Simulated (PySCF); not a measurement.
Compound: C₄H₉N₂P.
Cartesian coordinates in Å at the PBE0-D3(BJ)/def2-SVP level; atoms count from 1:
```xyz
16
C4H9N2P angstrom
C     -0.4638   -1.4815   -0.6317
N     -0.5960   -0.1794   -0.0337
C     -1.7459    0.0016    0.8214
P      0.6579    0.9453    0.0244
N      0.2553    2.3926    0.4471
C      2.2442    0.3128    0.3920
C      2.0219    0.3694   -0.9344
H      0.3756   -1.4984   -1.3401
H     -0.2943   -2.2778    0.1195
H     -1.3789   -1.7384   -1.1935
H     -1.7065    1.0015    1.2731
H     -2.6844   -0.0911    0.2465
H     -1.7721   -0.7468    1.6365
H     -0.5794    2.7369   -0.0258
H      3.0680    0.0607    1.0663
H      2.5852    0.1794   -1.8536
```

Computed at PBE0/pcSseg-1 (PySCF, non-relativistic), with Q(14N) = 0.02044 b: N2, 14N (I = 1): χzz = -5.904 MHz, η = 0.070; N5, 14N (I = 1): χzz = 3.227 MHz, η = 0.676.

Find the zero-field quadrupole resonance frequencies of 14N at N2.

From ν± = (3/4)|χ|(1 ± η/3) and ν0 = |χ|η/2: ν+ 4.532 MHz, ν− 4.325 MHz, ν0 0.207 MHz (nitrogen bonded to 2 C and P).

Where would the pure quadrupole (NQR) lines of 14N at N5 fall for the rigid, isolated species?

From ν± = (3/4)|χ|(1 ± η/3) and ν0 = |χ|η/2: ν+ 2.966 MHz, ν− 1.874 MHz, ν0 1.091 MHz (nitrogen bonded to P and H).

In a crystal, neighbours and librations shift these lines. The small basis limits the accuracy of the gradients.

These values come from a run that also computed NMR shieldings. On one thread, AMD EPYC 7B13 (x86_64), on a shared host, this took 27 s wall (grids of density and orbitals included) and 0.81 GiB of memory at its peak.

One conformer stands for the species.
